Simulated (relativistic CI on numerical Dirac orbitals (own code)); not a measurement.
# Hyperfine structure of Zr³⁰⁺, mass number 91

Computed by Dirac-Coulomb-Breit CI, orbitals from a KLI potential per configuration, model QED (radiative potential, 1s self-energy scaled to tabulated hydrogen-like ionisation energies), unscaled Slater integrals (own radial code, finite nucleus).

Configuration list (outside the closed core 1s2): 2s²2p⁶, 2s²2p⁵3s, 2s²2p⁵3p, 2s²2p⁵3d, 2s2p⁶3s, 2s2p⁶3p, 2s2p⁶3d, 2s²2p⁵4s, 2s²2p⁵4p, 2s²2p⁵4d, 2s²2p⁵4f, 2s2p⁶4s, 2s2p⁶4p, 2s²2p⁴3s², 2s2p⁶4d, 2s2p⁶4f. Levels of other configurations are missing.

Nuclear spin I = 5/2, μ = -1.3022 μN, Q = -0.176 b (tables of Stone and Pyykkö). The electronic factors are computed for point nuclear moments, without core polarisation or the Bohr-Weisskopf and QED corrections.

```
        Level  E (10³ cm⁻¹)  A (GHz)  B (GHz)
2s²2p⁵3s ³P°2       17091.5   -109.1     35.8
2s²2p⁵3s ¹P°1       17121.9   -3.638     16.2
 2s²2p⁵3p ³D2       17599.5   -62.84     35.5
 2s²2p⁵3p ³D3       17760.0    -35.3     26.6
 2s²2p⁵3p ¹P1       17762.3   -38.35    -7.14
 2s²2p⁵3p ³P2       17804.9   -35.21    0.476
2s²2p⁵3s ³P°1       17816.7   -296.1     1.67
 2s²2p⁵3p ³D1       18297.3   -204.1  -0.0191
```

Levels with J = 0, under 50 % of one LS term, or S terms without an open s electron are left out. Small factors come from cancelling terms and can be off by tens of per cent or more.

At this charge energies of transitions that change n are usually good to better than 1 %, and those within a shell (Δn = 0) to a few per cent.

Question: Give the hyperfine levels of 2s²2p⁵3s ³P°2 relative to its centre of gravity.

Answer: With K = F(F + 1) − I(I + 1) − J(J + 1), E = AK/2 + B[¾K(K + 1) − I(I + 1)J(J + 1)]/[2I(2I − 1)J(2J − 1)]: F = 1/2: 788.7, F = 3/2: 608.9, F = 5/2: 318.3, F = 7/2: -69.74, F = 9/2: -536.5 GHz.

LS names give the leading component of a level, which can be under half, so a name can repeat, a term be missing and a line seem to break the LS rules.
